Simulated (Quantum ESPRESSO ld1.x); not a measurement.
The mean radii <r> (bohr) of the occupied orbitals of an atom or ion are listed with their occupations. Method: scalar-relativistic Kohn-Sham, LDA (Slater exchange, VWN5 correlation), spin-polarised, spherical densities, point nucleus; computed with ld1.x of Quantum ESPRESSO 7.5.

orbital  occ.     <r>
1s up       1  0.1116
1s down     1  0.1116
2s up       1  0.5688
2s down     1  0.5680
2p up       3  0.5356
2p down     3  0.5341
3s up       1   1.847
5s up       1   7.598

Name the element and its charge. Open shells, if any, are filled with parallel spins first.

Answer. Z = 14, silicon, charge +2: Si2+ in [Ne] 3s1 5s1. The 1s radius gives Z: for a bare nucleus <r> = (2 gamma + 1)/(2Z) with gamma = sqrt(1 - (Z/c)^2), 0.1068 bohr for Z = 14, and screening makes it slightly larger (0.1116 here). The occupations add up to 12, and the charge is Z minus that.
